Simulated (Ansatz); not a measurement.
SiHF3. Total charge 0; singlet. Geometry PBE0-D4/def2-TZVP, basis def2-TZVP, Ansatz.

```csv
run,HOMO (eV),LUMO (eV)
A,-13.74,3.10
B,-10.81,0.66
C,-10.60,0.97
D,-11.51,1.39
E,-9.67,-0.14
F,-9.99,0.69
```

HSE06 is defined as in plane-wave codes, on full-range PBE exchange.

Problem. The runs used HSE06, LDA (SPW92), r2SCAN, r2SCAN0, r2SCANh, ωB97X-V. Estimate which is which.

Solution. A ωB97X-V (range-separated); B HSE06 (range-separated); C r2SCANh (10 % exact exchange); D r2SCAN0 (25 % exact exchange); E LDA (SPW92) (0 % exact exchange); F r2SCAN (0 % exact exchange). Exact exchange lowers occupied and raises empty levels; among semilocal functionals meta-GGAs tend to open the gap a little, and such runs are hard to tell apart. The gap grows from 9.53 eV (LDA (SPW92)) to 16.84 eV (ωB97X-V).
